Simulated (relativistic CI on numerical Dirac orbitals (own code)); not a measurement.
# Er2+: 5p photoemission

Computed with this model: Dirac-Coulomb-Breit CI, orbitals from a KLI potential per configuration, QED by a radiative potential, valence Slater integrals scaled by 0.8, multiplet model of photoemission in the sudden approximation; configurations [Xe] 4f12 → [Kr] 4d10 4f12 5s2 5p5; 80 K; Lorentzian 0.42 eV and Gaussian 0.5 eV FWHM. Energies are those of the free ion, without screening or charge transfer. The energies are binding energies and can lie tens of eV above those of solids. S is read from ⟨S²⟩ = S(S + 1).

Computed curve for free ion, scaled to 100 at the maximum (points under 2 are left out and the grid is thinned):

(Energy (eV), Intensity): (41.4, 2.1), (41.6, 2.6), (41.7, 2.9), (41.9, 3.7), (42.1, 5.0), (42.2, 5.9), (42.4, 8.8), (42.6, 14.8), (42.7, 20.2), (42.9, 39.6), (43.0, 54.4), (43.2, 86.9), (43.4, 100.0), (43.5, 94.1), (43.7, 66.7), (43.9, 39.7), (44.0, 30.7), (44.2, 21.4), (44.4, 19.7), (44.5, 19.9), (44.7, 19.7), (44.9, 18.7), (45.0, 18.5), (45.2, 18.0), (45.3, 17.2), (45.5, 13.6), (45.7, 9.0), (45.8, 7.1), (46.0, 4.6), (46.2, 3.5), (46.3, 3.2), (46.5, 3.0), (46.7, 3.0), (46.8, 2.9), (47.0, 2.4), (47.2, 2.1), (47.6, 2.0), (47.8, 2.2), (47.9, 2.4), (48.1, 2.9), (48.3, 3.8), (48.4, 4.5), (48.6, 7.0), (48.8, 12.5), (48.9, 17.2), (49.1, 29.8), (49.3, 41.5), (49.4, 44.9), (49.6, 47.7), (49.8, 44.8), (49.9, 40.1), (50.1, 26.2), (50.2, 19.5), (50.4, 10.4), (50.6, 6.1), (50.7, 5.0), (50.9, 3.6), (51.1, 2.8), (51.2, 2.5), (51.4, 2.0)

The ground state has S = 0.99, and the centroid lies at 45.65 eV.
